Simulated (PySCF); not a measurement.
trichloro(chlorosilyl)silane (Cl4H2Si2), SMILES Cl[SiH2][Si](Cl)(Cl)Cl.

Geometry optimised at ωB97X-D3(BJ)/def2-SVP. The values are those of a single conformer.

Calculation: HF/def2-TZVP run with PySCF.

Symmetry labels are those of the subgroup Cs that the program uses (full group Cs).

Task: List the valence orbital energies around the gap with their symmetry. (Estimate from the structure and the level; the computed values follow.)

Result: 
```
orbital  symmetry  energy (eV)
-------  --------  -----------
HOMO−7         A'       -13.81
HOMO−6         A"       -13.81
HOMO−5         A'       -13.43
HOMO−4         A"       -13.08
HOMO−3         A'       -13.06
HOMO−2         A"       -12.74
HOMO−1         A"       -12.66
HOMO           A'       -11.38
LUMO           A'         2.26
LUMO+1         A"         2.86
LUMO+2         A'         3.23
LUMO+3         A'         3.99
```
